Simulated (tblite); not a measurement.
Record of a relaxation.

Species: C6H10BNP (charge -1).
SMILES with atom numbers: `[CH3:1][B:2]([CH3:3])[P-:4][n:5]1[cH:6][cH:7][cH:8][cH:9]1` (hydrogens: H10, H11, H12 on C1; H13, H14, H15 on C3; H16 on C6; H17 on C7; H18 on C8; H19 on C9)
Bond orders are those of one Lewis drawing.

Computed with GFN2-xTB (tblite), gas phase: L-BFGS steps from a force-field or distance-geometry start until the largest atomic force falls under 0.01 eV/Å. 9 of its 104 geometries are shown.

Step 0: E = -673.8699 eV, largest atomic force 1.788 eV/Å
```
atom  x, y, z in Å  |  force x, y, z in eV/Å
C1     -2.329   -0.045   -1.283   -1.194   0.229   0.012
B2     -1.793   -0.263    0.182    1.303   0.837  -0.065
C3     -2.149    0.758    1.349   -0.597   0.104   0.044
P4     -0.464   -1.567    0.483   -0.031  -1.751   0.362
N5      1.108   -0.871    0.194   -0.405   0.593  -0.363
C6      1.720   -0.806   -1.009    0.957   0.488  -0.229
C7      2.901   -0.089   -0.880   -0.488  -0.383  -0.387
C8      2.987    0.304    0.452   -0.548  -0.234   0.368
C9      1.858   -0.193    1.076    0.719   0.698   0.828
H10    -3.049    0.812   -1.298    0.413  -0.565  -0.364
H11    -2.867   -0.960   -1.624    0.463   0.673  -0.006
H12    -1.492    0.166   -1.963   -0.413  -0.186   0.163
H13    -1.871    1.787    1.046   -0.228  -0.518   0.225
H14    -3.247    0.729    1.529    0.595   0.250   0.082
H15    -1.625    0.506    2.283   -0.296   0.220  -0.319
H16     1.337   -1.237   -1.909   -0.299  -0.223   0.012
H17     3.611    0.134   -1.658   -0.027  -0.068  -0.070
H18     3.766    0.884    0.900    0.185   0.117   0.171
H19     1.587   -0.040    2.120   -0.110  -0.280  -0.466
```

Step 13: E = -674.2642 eV, largest atomic force 0.329 eV/Å
```
atom  x, y, z in Å  |  force x, y, z in eV/Å
C1     -2.333   -0.044   -1.246   -0.171   0.042  -0.004
B2     -1.638   -0.234    0.170    0.257  -0.206  -0.003
C3     -2.067    0.769    1.331    0.005   0.060  -0.043
P4     -0.445   -1.737    0.366    0.049   0.085  -0.104
N5      1.056   -0.783    0.186   -0.006  -0.150   0.054
C6      1.696   -0.758   -1.009   -0.019   0.037   0.037
C7      2.877   -0.072   -0.879   -0.044  -0.086   0.037
C8      2.962    0.326    0.468   -0.119  -0.115   0.085
C9      1.830   -0.142    1.094   -0.038   0.001  -0.026
H10    -3.048    0.778   -1.287   -0.144   0.023  -0.009
H11    -2.829   -0.958   -1.573    0.018   0.021  -0.013
H12    -1.561    0.168   -1.989   -0.016  -0.068   0.043
H13    -1.869    1.809    1.078    0.032   0.102  -0.047
H14    -3.153    0.677    1.430    0.025   0.043   0.057
H15    -1.637    0.580    2.313    0.089  -0.061  -0.078
H16     1.255   -1.255   -1.855    0.062   0.100   0.023
H17     3.607    0.095   -1.655   -0.022   0.050   0.032
H18     3.775    0.865    0.927   -0.022   0.047   0.020
H19     1.512   -0.075    2.121    0.063   0.076  -0.061
```

Step 26: E = -674.4814 eV, largest atomic force 0.966 eV/Å
```
atom  x, y, z in Å  |  force x, y, z in eV/Å
C1     -2.601   -0.134   -1.255    0.263   0.087   0.218
B2     -1.628   -0.310    0.045   -0.556   0.775  -0.154
C3     -1.772    0.824    1.205    0.119  -0.026  -0.124
P4     -0.509   -1.763    0.038    0.443  -0.074   0.056
N5      1.069   -0.888    0.227    0.214   0.006  -0.082
C6      1.774   -0.787   -0.927   -0.166   0.236  -0.170
C7      2.908   -0.043   -0.748    0.035   0.129   0.165
C8      2.915    0.317    0.619    0.030   0.039  -0.136
C9      1.785   -0.238    1.177   -0.130   0.214  -0.098
H10    -3.390    0.621   -1.209   -0.069  -0.055   0.323
H11    -3.053   -1.068   -1.596    0.165   0.071  -0.049
H12    -1.915    0.230   -2.037   -0.238  -0.305   0.038
H13    -1.591    1.864    0.910    0.103  -0.197  -0.219
H14    -2.826    0.804    1.519    0.229  -0.079   0.115
H15    -1.142    0.642    2.086   -0.216  -0.039  -0.235
H16     1.318   -1.158   -1.819    0.133  -0.236  -0.258
H17     3.609    0.239   -1.529   -0.096  -0.116   0.347
H18     3.640    0.949    1.128   -0.182  -0.285  -0.127
H19     1.402   -0.094    2.161   -0.082  -0.145   0.391
```

Step 39: E = -674.9106 eV, largest atomic force 0.338 eV/Å
```
atom  x, y, z in Å  |  force x, y, z in eV/Å
C1     -2.934   -0.221   -1.141   -0.065  -0.042  -0.053
B2     -1.655   -0.246   -0.183    0.190  -0.203   0.192
C3     -1.371    0.910    0.885   -0.028   0.185  -0.152
P4     -0.552   -1.704   -0.294    0.204   0.150   0.044
N5      1.015   -0.903    0.122    0.179   0.036   0.092
C6      1.852   -0.673   -0.921    0.154  -0.026  -0.016
C7      2.919    0.082   -0.516    0.032   0.006   0.050
C8      2.736    0.326    0.854   -0.058  -0.095   0.108
C9      1.567   -0.303    1.215    0.035  -0.124   0.146
H10    -3.810    0.301   -0.757   -0.053   0.003   0.126
H11    -3.227   -1.241   -1.402   -0.072   0.118  -0.084
H12    -2.659    0.287   -2.074   -0.055  -0.127   0.086
H13    -1.181    1.888    0.441   -0.017   0.064  -0.104
H14    -2.197    1.048    1.588   -0.021  -0.087  -0.063
H15    -0.486    0.644    1.455   -0.098   0.232   0.133
H16     1.656   -1.115   -1.877   -0.131   0.077  -0.107
H17     3.743    0.424   -1.113    0.054   0.001  -0.121
H18     3.398    0.894    1.492   -0.119  -0.090   0.018
H19     1.174   -0.388    2.220   -0.130  -0.080  -0.294
```

Step 52: E = -675.2464 eV, largest atomic force 0.282 eV/Å
```
atom  x, y, z in Å  |  force x, y, z in eV/Å
C1     -3.095   -0.365   -0.770   -0.003  -0.046   0.184
B2     -1.544   -0.237   -0.337   -0.078  -0.054   0.079
C3     -1.142    1.135    0.401   -0.090   0.123   0.237
P4     -0.477   -1.684   -0.573    0.105   0.087  -0.193
N5      1.076   -0.944   -0.119   -0.002   0.023  -0.054
C6      2.047   -0.526   -0.967   -0.027  -0.082  -0.152
C7      3.018    0.132   -0.255   -0.035   0.012  -0.079
C8      2.604    0.121    1.091    0.040   0.006  -0.029
C9      1.413   -0.557    1.132    0.181  -0.019  -0.160
H10    -3.759   -0.032    0.033    0.007   0.075  -0.068
H11    -3.398   -1.384   -1.014    0.107  -0.040  -0.047
H12    -3.312    0.246   -1.647   -0.018   0.072  -0.008
H13    -1.179    2.021   -0.238   -0.046  -0.104  -0.109
H14    -1.866    1.311    1.207    0.040   0.055  -0.061
H15    -0.156    1.134    0.877   -0.154  -0.047  -0.217
H16     1.974   -0.721   -2.028    0.008   0.014   0.222
H17     3.919    0.570   -0.657   -0.092  -0.019   0.068
H18     3.099    0.602    1.914    0.105  -0.064   0.118
H19     0.766   -0.812    1.943   -0.047   0.008   0.270
```

Step 64: E = -675.3130 eV, largest atomic force 0.133 eV/Å
```
atom  x, y, z in Å  |  force x, y, z in eV/Å
C1     -3.132   -0.407   -0.634    0.054  -0.034   0.025
B2     -1.561   -0.233   -0.330   -0.012  -0.013   0.066
C3     -1.164    1.201    0.280   -0.014  -0.063  -0.116
P4     -0.446   -1.605   -0.736   -0.009   0.000   0.022
N5      1.095   -0.914   -0.181   -0.024   0.034   0.010
C6      2.102   -0.464   -0.968   -0.017  -0.001   0.027
C7      3.053    0.136   -0.183    0.014   0.001   0.013
C8      2.606    0.033    1.148    0.033  -0.001  -0.021
C9      1.404   -0.626    1.105    0.011  -0.013   0.007
H10    -3.736   -0.118    0.228   -0.029  -0.012   0.024
H11    -3.404   -1.429   -0.898   -0.014  -0.012  -0.040
H12    -3.440    0.238   -1.458   -0.033   0.008  -0.055
H13    -1.292    1.963   -0.491    0.003   0.080  -0.012
H14    -1.817    1.482    1.107   -0.024  -0.005   0.042
H15    -0.138    1.272    0.633    0.034  -0.001   0.001
H16     2.069   -0.621   -2.032   -0.011   0.076   0.027
H17     3.958    0.610   -0.524    0.022  -0.043   0.009
H18     3.097    0.411    2.031    0.018  -0.048  -0.051
H19     0.739   -0.919    1.896    0.000   0.049   0.022
```

Step 77: E = -675.3381 eV, largest atomic force 0.083 eV/Å
```
atom  x, y, z in Å  |  force x, y, z in eV/Å
C1     -3.164   -0.450   -0.622   -0.028   0.008  -0.017
B2     -1.599   -0.233   -0.315   -0.024  -0.004  -0.046
C3     -1.206    1.228    0.216   -0.007   0.070   0.044
P4     -0.441   -1.574   -0.683    0.004  -0.003   0.001
N5      1.078   -0.816   -0.154   -0.019  -0.017  -0.016
C6      2.089   -0.395   -0.950   -0.001   0.021   0.020
C7      3.101    0.101   -0.167    0.029  -0.029  -0.024
C8      2.685   -0.035    1.170   -0.004  -0.040  -0.004
C9      1.440   -0.607    1.134   -0.022   0.004   0.001
H10    -3.779   -0.214    0.250   -0.001  -0.006  -0.009
H11    -3.413   -1.467   -0.929    0.041   0.015   0.005
H12    -3.490    0.218   -1.424   -0.024  -0.021   0.018
H13    -1.385    1.970   -0.567   -0.002   0.024  -0.007
H14    -1.809    1.535    1.075   -0.015  -0.040  -0.015
H15    -0.161    1.318    0.508    0.002   0.022  -0.008
H16     2.007   -0.461   -2.019    0.009  -0.021   0.021
H17     4.038    0.507   -0.508    0.020   0.020  -0.026
H18     3.238    0.242    2.051    0.011   0.030   0.013
H19     0.761   -0.859    1.927    0.031  -0.032   0.050
```

Step 90: E = -675.3474 eV, largest atomic force 0.038 eV/Å
```
atom  x, y, z in Å  |  force x, y, z in eV/Å
C1     -3.172   -0.460   -0.649    0.009  -0.017   0.002
B2     -1.614   -0.196   -0.339   -0.002   0.002   0.034
C3     -1.262    1.273    0.205    0.010  -0.009  -0.015
P4     -0.442   -1.542   -0.639   -0.023  -0.005   0.001
N5      1.081   -0.789   -0.116    0.003   0.006   0.000
C6      2.082   -0.384   -0.934    0.003  -0.002  -0.002
C7      3.133    0.068   -0.178    0.006   0.005   0.020
C8      2.751   -0.076    1.168    0.006   0.003   0.013
C9      1.488   -0.611    1.164   -0.001  -0.007  -0.007
H10    -3.789   -0.273    0.233   -0.006   0.018   0.013
H11    -3.374   -1.482   -0.969    0.015  -0.021  -0.028
H12    -3.540    0.204   -1.435   -0.003   0.009  -0.006
H13    -1.470    2.024   -0.561   -0.013   0.023  -0.007
H14    -1.877    1.532    1.071    0.007   0.008   0.008
H15    -0.220    1.394    0.495   -0.002  -0.005   0.006
H16     1.970   -0.438   -2.001   -0.010  -0.016  -0.007
H17     4.068    0.454   -0.545   -0.001   0.011  -0.003
H18     3.333    0.183    2.037    0.007  -0.001  -0.006
H19     0.844   -0.871    1.984   -0.004  -0.001  -0.016
```

Step 103: E = -675.3482 eV, largest atomic force 0.010 eV/Å
```
atom  x, y, z in Å  |  force x, y, z in eV/Å
C1     -3.169   -0.461   -0.660   -0.004   0.001  -0.002
B2     -1.617   -0.192   -0.327   -0.001  -0.004  -0.006
C3     -1.268    1.278    0.215   -0.003   0.008   0.005
P4     -0.448   -1.542   -0.622   -0.001  -0.004   0.002
N5      1.081   -0.793   -0.108    0.000  -0.006   0.000
C6      2.077   -0.391   -0.933   -0.002   0.005   0.000
C7      3.132    0.065   -0.184   -0.004   0.001  -0.007
C8      2.758   -0.075    1.165   -0.001   0.003  -0.003
C9      1.495   -0.611    1.169   -0.002   0.007   0.006
H10    -3.803   -0.281    0.212    0.004   0.000   0.000
H11    -3.358   -1.482   -0.992    0.005   0.003  -0.005
H12    -3.528    0.207   -1.448    0.003  -0.004   0.006
H13    -1.481    2.032   -0.547   -0.004  -0.002  -0.001
H14    -1.878    1.534    1.085    0.006   0.000   0.001
H15    -0.225    1.398    0.503    0.005   0.000  -0.001
H16     1.958   -0.455   -1.999    0.003   0.002   0.000
H17     4.063    0.458   -0.557   -0.001  -0.008  -0.004
H18     3.348    0.187    2.027   -0.005   0.000   0.007
H19     0.852   -0.866    1.991    0.002  -0.005   0.002
```

**Question.** Summarise the path.

**Answer.** The energy falls by 1.4783 eV from step 0 to step 103; nine tenths of that is first reached at step 50. It falls at every step. The largest force goes from 1.788 to 0.010 eV/Å. Among the bonds B2–P4 changes most, from 1.886 to 1.810 Å; the atoms move by 1.318 Å rms after alignment.

The cost below is that of the whole relaxation. The run took 0.67 s on one thread of an Arm Neoverse V2 (shared host).
